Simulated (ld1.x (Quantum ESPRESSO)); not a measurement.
Plane-wave convergence, TM potential for tin

tin, norm-conserving Troullier–Martins (Kleinman–Bylander form), made with ld1.x (Quantum ESPRESSO) 7.5 (PW91, scalar-relativistic). Core [Ar] 3d10, reference 4s2 4p6 4d10 5s2 5p2. Waves: 4s (bound): rc 1.05 bohr; 4p (bound): rc 0.90 bohr; 4d (bound): rc 1.60 bohr. Local part: all-electron potential smoothed inside 1.40 bohr (lloc = -1). Core correction: none.

Occupied shells without a wave of their own: 5p, 5s. They enter only through the test configuration that unscreens the potential.

The pseudo-atom Hamiltonian at the reference potential is diagonalised in spherical Bessel functions j_l(qr) that vanish at 20 bohr, with q² up to the cutoff. All-electron valence levels (Ry): 4s -9.8457, 5s -0.7808, 4p -6.5951, 5p -0.2749, 4d -1.9018.

Problem. How do the lowest levels (Ry) of each channel move with the cutoff, and are there ghosts?

Solution.

| cutoff (Ry) | s #1 | s #2 | s #3 | p #1 | p #2 | d #1 | f #1 | Σ f·Δε (mRy) |
| --- | --- | --- | --- | --- | --- | --- | --- | --- |
| 8 | -7.9026 | -0.4129 | -0.0061 | -3.2207 | -0.0836 | -0.0302 | 0.1103 | 43916.9 |
| 25 | -8.7063 | -0.5294 | -0.0176 | -6.3035 | -0.2590 | -0.9838 | 0.1103 | 13692.8 |
| 50 | -9.7311 | -0.6943 | -0.0314 | -6.4899 | -0.3088 | -1.8330 | 0.1103 | 1603.4 |
| 100 | -9.8123 | -0.7105 | -0.0327 | -6.5855 | -0.3150 | -1.9015 | 0.1103 | 136.9 |
| 180 | -9.8438 | -0.7152 | -0.0330 | -6.5928 | -0.3151 | -1.9017 | 0.1103 | 18.5 |
| 400 | -9.8456 | -0.7155 | -0.0331 | -6.5952 | -0.3151 | -1.9017 | 0.1103 | 0.0 |

Result: no extra level below or beside the all-electron valence levels (s, p, d, f tested); 10 mRy is reached at 200 Ry and 1 mRy at 300 Ry.

The potential misses its own reference levels by up to 0.9 eV. Its largest configuration-test error is -2005 meV.
